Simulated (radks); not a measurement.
Valence configurations of Pr I (all share [Xe]). Method: scalar-relativistic Kohn-Sham, PBEsol, spin-polarised, spherical densities, finite nucleus; open shells are filled with parallel spins first (spin-orbit coupling, left out, can overturn this in heavy ions); Fermi nuclear charge, rms radius 4.8919 fm; computed with a radial shooting solver on a logarithmic mesh with Libxc functionals. Order these by energy: 4f3 6s2; 4f1 5d2 6s2; 4f2 6s2 6p1; 4f3 6p2; 4f3 6s1 6p1; 4f1 6s2 6p2; 4f2.5 5d1.5 6s1; 4f3 5d1 6s1; 4f2 5d1 6s2.

Answer. From the lowest, in eV above it: 4f3 6s2 0.000; 4f2.5 5d1.5 6s1 0.756; 4f3 5d1 6s1 0.858; 4f2 5d1 6s2 1.556; 4f3 6s1 6p1 1.669; 4f2 6s2 6p1 3.926; 4f3 6p2 4.111; 4f1 5d2 6s2 7.426; 4f1 6s2 6p2 15.668. NIST lists [Xe] 4f3 6s2 as the ground configuration; this level of theory agrees among the configurations tried. The energies are those of spherical high-spin densities, not of single terms. No valid solution was reached for [Xe] 4f4 6s1.
